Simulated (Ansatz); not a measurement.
Calculated with Ansatz (gas phase, PBE0-D4/def2-TZVP geometries, no zero-point term in ΔE). CBS: MP2 limit from def2 TZ/QZ plus the TZ coupled-cluster correction, frozen cores. DFT in def2-TZVPP. For Se outer-core shells are correlated without core-valence functions, which leaves a few kJ/mol of doubt a bond. Scalar relativity is left out up to krypton. One conformer a species, not always the lowest.

Reaction (formal exchange of groups at the Si–B bond): `[SiH3]B([SiH3])[SiH3]` + `NC[SeH]` → `NC([SiH3])[SeH]` + `[SiH3]B[SiH3]`

```csv
level,ΔE (kcal/mol)
B2PLYP,2.8
MP2/CBS(def2),1.6
```

**Question.** What does CCSD(T)/CBS give? (An estimate is asked.)

**Answer.** Ansatz gave: +3.0 kcal/mol. The listed levels differ from it by -0.2, -1.4 kcal/mol.

Largest T1 diagnostic among the species: 0.015.
